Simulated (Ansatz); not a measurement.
A run for Ansatz (a quantum-chemistry and plane-wave program): R-BLYP/def2-TZVPP on F2Si (SMILES F[Si]F).

Ansatz 0.2 input:
```yaml
crystal:
  periodic: [false, false, false]
  atoms:
    - {symbol: Si, position_ang: [0.00000000, -0.00000000, -0.68423299]}
    - {symbol: F, position_ang: [1.23906298, 0.00000000, 0.34211649]}
    - {symbol: F, position_ang: [-1.23906298, 0.00000000, 0.34211649]}
basis:
  gaussian:
    orbitals: def2-TZVPP
hamiltonian:
  xc: {name: BLYP}
scf: {lower_state_search: off}
```

The log:

```
WARN ansatz: RAYON_NUM_THREADS=4 ignored (pool sized by the plan → 4); use --threads N
Functional definition: BLYP
these checks for a lower state are left out or cut short: stability, starts, cluster_reference, orbital_swaps, neighbouring_geometries, increment
integrals: 0.02 GiB planned
600 factors; their error is unknown
mean field: 0.23 GiB planned
mean field evaluation 1: about -13312.5917 eV, gradient 5.4e1 eV
mean field evaluation 2: about -13288.4437 eV, gradient 1.4e2 eV
mean field evaluation 4: about -13316.5113 eV, gradient 2.3e0 eV
mean field evaluation 8: about -13316.5063 eV, gradient 1.1e-2 eV
mean field evaluation 16: about -13316.5063 eV, gradient 3.4e-6 eV
mean field -13316.50631382 eV, -489.3725807806 hartree, gradient 3.4e-6 eV, S^2 0.000000; 0 other end points of the search recorded, 0 dependent functions left out
reference -13316.50653531 eV, -489.3725889204 hartree; 16, 16 occupied and 88, 88 virtual orbitals, 600 factors
Total energy: -13316.50653531 eV, -489.3725889204 hartree
Checks for a lower state left out: stability, starts, cluster_reference, orbital_swaps, neighbouring_geometries, increment
```

The calculation finished and met its thresholds.

Cost: roughly 0.8 core-seconds.
